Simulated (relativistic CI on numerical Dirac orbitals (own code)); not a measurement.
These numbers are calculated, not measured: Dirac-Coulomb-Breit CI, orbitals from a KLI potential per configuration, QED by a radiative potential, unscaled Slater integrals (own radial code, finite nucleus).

CI space (outside the closed core 1s2): 2s2.2p6, 2s2.2p5.3s, 2s2.2p5.3p, 2s2.2p5.3d, 2s.2p6.3s, 2s.2p6.3p, 2s.2p6.3d, 2s2.2p5.4s, 2s2.2p5.4p, 2s2.2p5.4d, 2s2.2p5.4f, 2s.2p6.4s, 2s2.2p4.3s2, 2s.2p6.4p, 2s.2p6.4d, 2s.2p6.4f, 2s2.2p4.3s.3p, 2s2.2p5.5s, 2s2.2p5.5p, 2s2.2p5.5d, 2s2.2p5.5f, 2s2.2p5.5g, 2s2.2p4.3s.3d, 2s2.2p4.3p2, 2s2.2p4.3p.3d, 2s.2p5.3s2, 2s2.2p4.3d2, 2s.2p5.3s.3p, 2s.2p5.3s.3d, 2s.2p5.3p2, 2s.2p6.5s, 2s.2p6.5p, 2s.2p6.5d, 2s.2p6.5f, 2s.2p6.5g, 2s.2p5.3p.3d. Levels of other configurations are missing.

At this charge energies of transitions that change n are usually good to better than 1 %, and those within a shell (Δn = 0) to a few per cent.

Outline of the computed level scheme of Ce XLIX. Lowest level of each configuration: 2s2.2p6 1S_0 at 0.00 eV; 2s2.2p5.3s 3P°_2 at 4927.47 eV; 2s2.2p5.3p 3P_1 at 5030.32 eV; 2s2.2p5.3d 3P°_0 at 5269.62 eV; 2s.2p6.3s 3S_1 at 5731.27 eV; 2s.2p6.3p 3P°_0 at 5834.13 eV; 2s.2p6.3d 3D_1 at 6078.56 eV; 2s2.2p5.4s 3P°_2 at 6786.65 eV; 2s2.2p5.4p 3P_1 at 6829.34 eV.

Some strong electric-dipole decays among the lowest 45 levels: 2s2.2p5.3d 1P°_1 → 2s2.2p6 1S_0 (9.5e+14 s⁻¹); 2s2.2p5.3d 3D°_1 → 2s2.2p6 1S_0 (6.8e+14 s⁻¹); 2s.2p6.3p 1P°_1 → 2s2.2p6 1S_0 (1.6e+14 s⁻¹); 2s.2p6.3p 3P°_1 → 2s2.2p6 1S_0 (4.9e+13 s⁻¹); 2s2.2p5.3s 1P°_1 → 2s2.2p6 1S_0 (4.9e+13 s⁻¹); 2s2.2p5.4p 3P_1 → 2s2.2p5.3s 3P°_2 (1.7e+13 s⁻¹); 2s2.2p5.4s 1P°_1 → 2s2.2p6 1S_0 (1.7e+13 s⁻¹); 2s2.2p5.4p 3D_3 → 2s2.2p5.3s 3P°_2 (1.5e+13 s⁻¹).

LS names give the leading component of a level, which can be under half, so a name can repeat, a term be missing and a line seem to break the LS rules.
